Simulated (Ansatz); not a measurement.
Isolated molecules relaxed with PBE0-D4/def2-TZVP in Ansatz; ΔE leaves out vibrations. CBS: MP2 limit from def2 TZ/QZ plus the TZ coupled-cluster correction, frozen cores. DFT in def2-TZVPP. def2 core potentials past Kr. For Se, Sn outer-core shells are correlated without core-valence functions, which leaves a few kJ/mol of doubt a bond. Scalar relativity is left out up to krypton. Each species was taken in one conformer, which may not be the lowest.

`[CH3][SnH2][SeH]` + `B[SeH]` → `[BH2][SnH2][CH3]` + `[SeH][SeH]`  (redistribution)

| level | ΔE (eV) | difference from CCSD(T)/CBS |
| --- | --- | --- |
| revPBE-D4 | 1.91 | -0.13 |
| BLYP-D4 | 1.89 | -0.15 |
| r2SCAN | 2.03 | -0.01 |
| BHLYP | 1.95 | -0.09 |
| RPA@PBE/def2-TZVPP | 1.92 | -0.12 |
| HF/def2-SVP | 2.00 | -0.04 |
| CCSD/def2-SVP | 2.08 | 0.04 |
| SCS-MP2/def2-TZVPP | 2.00 | -0.04 |
| CCSD/def2-TZVPP | 1.96 | -0.08 |
| HF/def2-QZVPP | 1.93 | -0.11 |
| CCSD(T)/CBS | 2.04 | 0 |

Largest T1 diagnostic among the species: 0.013.

At CCSD(T), def2-SVP lies +0.06 eV from the extrapolated value and def2-TZVPP −0.05 eV. From BLYP to BHLYP (50 % exact exchange), in def2-TZVPP and without D4, ΔE moves by +0.07 eV.
